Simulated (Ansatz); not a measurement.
`[OH][GaH][Si](F)(F)F` + H–F → silicon tetrafluoride + `[OH][GaH2]` at 500 K and 1 bar (cleavage of the Si–Ga bond).

Calculated with Ansatz (gas phase, PBE0-D4/def2-TZVP geometries, no zero-point term in ΔE). CCSD(T)/CBS adds triple-zeta CCSD(T) − MP2 to the extrapolated MP2 energy (def2 sets, frozen cores). This one scheme is used for every species. For Ga outer-core shells are correlated without core-valence functions, which leaves a few kJ/mol of doubt a bond. Scalar relativity is left out up to krypton. Each species was taken in one conformer, which may not be the lowest.

```tsv
species	CCSD(T)/CBS energy (Eh)	H − E (kJ/mol)	S (J/(mol·K))
`[OH][GaH][Si](F)(F)F`	-2589.01542	131.9	462.8
H–F	-100.39570	39.4	188.7
`F[Si](F)(F)F`	-688.53452	65.4	326.1
`[OH][GaH2]`	-2000.92981	96.0	296.8
```

H − E and S are ideal-gas, rigid-rotor, harmonic terms from PBE0-D4/def2-TZVP, for one conformer and one mirror image of each species. 1 Eh = 2625.50 kJ/mol, R = 8.31446 J/(mol·K).

Task: By hand: ΔE, ΔH, ΔS and ΔG.

Result: ΔE = (-688.53452) + (-2000.92981) − (-2589.01542) − (-100.39570) = -0.05321 Eh = -139.7 kJ/mol. Δ(H − E) = 65.4 + 96.0 − 131.9 − 39.4 = -9.9, so ΔH = -149.6 kJ/mol. ΔS = 326.1 + 296.8 − 462.8 − 188.7 = -28.6 J/(mol·K). ΔG = -149.6 − 500 × (-28.6)/1000 = -135.3 kJ/mol.

Task: By hand: the equilibrium constant, and the temperature at which ΔG would vanish if ΔH and ΔS stayed fixed.

Result: log₁₀ K = −ΔG/(RT ln 10) = 14.1. ΔG = 0 at ΔH/ΔS = 5231 K, far beyond where these terms or the molecules hold.

ΔH outweighs TΔS. A doubt of 5 kJ/mol in ΔE shifts log₁₀ K by 0.5 here. Other conformers and mirror images would add mixing entropy, several J/(mol·K) or more a flexible species. Modes under 60 cm⁻¹, often nearly free rotors, make the harmonic entropy too high. These are equilibria of isolated gas molecules and say nothing of rates. Largest T1 diagnostic: 0.015 (customary marks: 0.02 for closed shells, 0.045 for open ones).
